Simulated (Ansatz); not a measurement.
F$_{3}$Ge$_{2}$H$_{3}$, SMILES `[F][Ge]([F])([F])[GeH3]`, relaxed with RKS PBE-D4/def2-SVP in the Gaussian-basis code of Ansatz from a rough embedded geometry. The force threshold is 0.03 eV/Å; the program also tests the step.

The species carries charge 0 and has multiplicity 1.

Start:

```xyz
8

F    -1.253   -0.023   -2.115
Ge   -0.523   -0.790   -0.671
F     0.655   -2.015   -1.173
F    -1.888   -1.539    0.253
Ge    0.586    0.813    0.710
H     1.725    1.511   -0.108
H    -0.453    1.910    1.150
H     1.150    0.134    1.952
```

| step | energy (eV) | largest force (eV/Å) | largest move (Å) |
| --- | --- | --- | --- |
| 1 | -121193.5279 | 1.137 | 0.000 |
| 2 | -121193.6528 | 1.177 | 0.181 |
| 3 | -121193.6975 | 0.554 | 0.068 |
| 4 | -121193.7105 | 0.052 | 0.034 |
| 5 | -121193.7107 | 0.007 | 0.004 |

End:

```xyz
8

F    -1.228   -0.089   -2.090
Ge   -0.519   -0.764   -0.645
F     0.533   -2.038   -1.206
F    -1.831   -1.580    0.167
Ge    0.603    0.884    0.746
H     1.727    1.515   -0.102
H    -0.453    1.932    1.156
H     1.168    0.140    1.974
```

Run time 6.5 s (4 threads of an Arm Neoverse V2 on a shared host); peak host memory 0.18 GiB.
